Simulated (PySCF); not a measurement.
Electronic structure of Re³⁺ (rhenium, charge +3) at the UHF level

Configuration: [Xe] 4f14 5d4, high-spin 5D determinant. Calculation: PySCF 2.14, in x2c-TZVPPall (11s7p7d3f1g, 97 functions); scalar relativity by spin-free X2C-1e.

- Total energy: -16686.427184 hartree
- One-electron energy: -22818.5501 hartree
- Hartree (Coulomb) energy: 6462.9617 hartree
- Exchange energy: -330.8388 hartree
- ⟨S²⟩: 6.0049
- ⟨L²⟩: 6.020
- Sum of ⟨r⟩: 36.62 bohr
- Sum of ⟨r²⟩: 36.28 bohr²
- Traceless quadrupole moment −½Σ⟨3z² − r²⟩ along its main axis: -0.886 e·bohr²
- Langevin diamagnetic susceptibility: -28.7 ×10⁻⁶ cm³/mol

```csv
shell,electrons,mean orbital energy (hartree),spread (hartree),"rms radius, mean of both spins (bohr)"
1s β,1,-2649.24062,0,0.0204
1s α,1,-2649.23940,0,0.0204
2s α,1,-465.48780,0,0.0824
2s β,1,-465.47154,0,0.0824
2p α,3,-407.59896,0.00061,0.0751
2p β,3,-407.58192,0.00458,0.0751
3s α,1,-110.96107,0,0.210
3s β,1,-110.95781,0,0.210
3p α,3,-93.52209,0.00654,0.212
3p β,3,-93.51781,0.00850,0.212
3d α,5,-73.01890,0.01140,0.194
3d β,5,-73.00495,0.00903,0.194
4s α,1,-25.26560,0,0.468
4s β,1,-25.24734,0,0.468
4p α,3,-19.42099,0.01147,0.498
4p β,3,-19.40177,0.01886,0.498
4d α,5,-11.81537,0.02510,0.538
4d β,5,-11.78463,0.02297,0.538
5s α,1,-4.87918,0,1.11
5s β,1,-4.69992,0,1.11
4f α,7,-3.33636,0.02288,0.668
5p α,3,-3.32426,0.04143,1.24
4f β,7,-3.31189,0.02268,0.668
5p β,3,-3.05798,0.05291,1.24
5d α,4,-1.47994,0.04692,1.78
```

Spin-orbit coupling, absent here, splits the open shell strongly.

Densities and radii are taken from the X2C orbitals without a picture-change correction, which distorts them close to the nucleus.

Spin-orbit constants ζ (cm⁻¹) from the X2C one-electron operator on these orbitals: bare nucleus, nucleus screened by l(l+1)(2l+1)/3 electrons, and screened by the Breit-Pauli mean field of the electrons.

| shell | bare | screened nucleus | mean field |
| --- | --- | --- | --- |
| 2p | 7249000 | 7055000 | n/a |
| 3p | 1590000 | 1548000 | n/a |
| 3d | 248200 | 215100 | n/a |
| 4p | 366700 | 356900 | n/a |
| 4d | 49750 | 43110 | n/a |
| 4f | 8963 | 5617 | n/a |
| 5p | 51680 | 50310 | n/a |
| 5d | 4114 | 3566 | n/a |

To first order the Landé constant is A = 891.4 cm⁻¹, so the lowest level has J = 0 and lies 0.663 eV below the centre of the term. This holds in LS coupling only.
